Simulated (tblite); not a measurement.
Species: C₆H₈N₂Si.
Atom-mapped SMILES: `[CH2:1]=[CH:2][CH2:3][Si@@H:4]1[CH2:5][C:6]([C:7]#[N:8])=[N:9]1` (hydrogens: H10, H11 on C1; H12 on C2; H13, H14 on C3; H15 on Si4; H16, H17 on C5)

Structure used (GFN2-xTB), in Å, numbered top down from 1:
```
atom  x, y, z in Å
C1    -2.3259    1.0340   -0.3337
C2    -1.5435    0.1243   -0.8859
C3    -1.2877   -1.2274   -0.3100
Si4    0.4480   -1.3416    0.4594
C5     1.0781    0.1992    1.4442
C6     2.0080    0.2880    0.2698
C7     2.9992    1.2789    0.1016
N8     3.7885    2.1074    0.0228
N9     1.7650   -0.6692   -0.5534
H10   -2.8598    0.8398    0.5830
H11   -2.4767    2.0035   -0.7766
H12   -1.0152    0.3420   -1.8047
H13   -1.3593   -1.9819   -1.0924
H14   -2.0318   -1.4645    0.4492
H15    0.7798   -2.6370    1.0381
H16    1.5959    0.0480    2.3882
H17    0.4305    1.0685    1.5367
```

Calculated harmonic vibrations of the isolated species, GFN2-xTB (tblite), most abundant isotopes, no scaling. Against measured fundamentals such values can be off by several per cent, at times by over 20. Modes of hydrogen on silicon can be 10 to 20 % off. One conformer, not necessarily the lowest.

Harmonic wavenumbers (cm⁻¹): 29.8, 50.7, 70.6, 127.8, 146.7, 173.7, 253.3, 331.2, 400.7, 445.9, 518.8, 538.2, 543.1, 598.0, 616.9, 652.4, 717.4, 755.4, 786.7, 824.8, 889.3, 916.8, 954.1, 1010.3, 1022.3, 1049.4, 1100.3, 1175.8, 1209.1, 1228.4, 1292.5, 1410.9, 1417.2, 1455.4, 1588.4, 1708.9, 2320.4, 2358.8, 2990.5, 2999.4, 3001.2, 3009.1, 3061.2, 3094.2, 3126.6.

A = 2438, B = 857.3, C = 728.2 MHz; mass 136.046 u (most abundant isotopes); point group C1, symmetry number 1.

**Question.** Zero-point energy?

**Answer.** Half the sum of the wavenumbers: 26986 cm⁻¹ = 77.16 kcal/mol.

**Question.** Give the ideal-gas entropy at 500 K and 1 bar in the rigid-rotor, harmonic-oscillator model (classical rotation).

**Answer.** Translation 43.23, rotation 31.28, vibration 52.60: S = 127.1 cal/(mol K).

**Question.** And Cp and H(500 K) − H(0)?

**Answer.** Cp = 55.23 cal/(mol K), of which vibrations give 47.28 (their classical limit is 45 R = 89.4); H(500 K) − H(0) = 16.79 kcal/mol without the zero-point energy, 12.81 from vibrations.

**Question.** How do the functions run with temperature in this model?

**Answer.** 
| T (K) | S (cal/(mol K)) | Cp (cal/(mol K)) | H − H(0) (kcal/mol) | G − H(0) (kcal/mol) | ln q(vib) |
| --- | --- | --- | --- | --- | --- |
| 150 | 81.8 | 24.0 | 2.50 | -9.77 | 4.09 |
| 250 | 96.4 | 34.2 | 5.40 | -18.69 | 6.91 |
| 298.15 | 102.8 | 39.0 | 7.16 | -23.49 | 8.22 |
| 400 | 115.6 | 48.0 | 11.61 | -34.62 | 10.96 |
| 600 | 137.7 | 61.0 | 22.61 | -60.01 | 16.11 |
| 900 | 164.9 | 73.0 | 42.87 | -105.56 | 23.18 |

q(vib) and H(0) count from the zero-point level.

**Question.** Blend soft modes into free rotors: weight 1/[1 + (100 cm⁻¹/ν̃)⁴] for the oscillator and the rest for a rotor with moment μB/(μ + B), μ = h/(8π²ν), B = 10⁻⁴⁴ kg m². What vibrational entropy results?

**Answer.** 47.08 cal/(mol K) in place of 52.60, which changes −T·S at 500 K by +2.76 kcal/mol.

**Question.** What must be added to the electronic energy to get the Gibbs energy at 500 K and 1 bar?

**Answer.** ZPE + [H(500 K) − H(0)] − T·S = 77.16 + 16.79 − 63.55 = 30.40 kcal/mol.

Hindered rotation and anharmonicity are outside this model. Other conformers, if any are populated, would add a mixing term that is left out. The structure is chiral; the term R ln 2 for an equal mix with its mirror image is left out.

On an Intel Xeon Platinum 8488C with one thread, no GPU, shared host, this took 0.73 s of wall time. The figure is for the frequency step alone.
